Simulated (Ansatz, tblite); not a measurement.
Forces on the cluster B2Cl2 at its r2SCAN-D4/def2-TZVP geometry. Charge 0, multiplicity 1.

The xTB rows come from tblite. At PBE0-D4/def2-TZVP the restricted singlet is unstable: a solution with broken spin symmetry lies lower. The order of the spin states hangs on the level: the triplet lies 0.95 eV below the singlet at PBE0-D4/def2-TZVP, but 0.05 eV above it at GFN1-xTB. The structure comes from a short search, and lower isomers may exist.

GFN1-xTB (tblite), largest force 2.95 eV/Å:

```xyz
4
positions Å, forces eV/Å
B     0.393    0.004    0.643   -1.527   -0.036   -2.518
B    -0.391   -0.001   -0.644    1.527    0.035    2.518
Cl    1.260    0.032    2.082    0.384    0.019    0.636
Cl   -1.263   -0.035   -2.081   -0.383   -0.018   -0.636
```

GFN2-xTB (tblite), largest force 1.48 eV/Å:

```
B -0.773 0.013 -1.257
B 0.769 -0.017 1.259
Cl -0.134 -0.008 -0.227
Cl 0.137 0.012 0.225
```

PBE0-D4/def2-TZVP (Ansatz), largest force 0.06 eV/Å:

```
B -0.024 0.003 -0.034
B 0.021 -0.008 0.036
Cl -0.029 0.000 -0.051
Cl 0.031 0.005 0.049
```
